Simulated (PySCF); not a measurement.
NO2, SMILES [O-]N=O, charge -1. Coordinates come from a TPSSh-D3(BJ)/def2-TZVPD optimisation.

Question: Give the equilibrium geometry at TPSSh-D3(BJ)/def2-TZVPD (PySCF confirms it by a frequency run) as a Z-matrix, and its point group. (Estimate from the structure and the level; the computed values follow.)

Answer: point group C2v.
```
N
O 1 1.2602
O 1 1.2602 2 116.46
```
Charge -1, spin multiplicity 1.
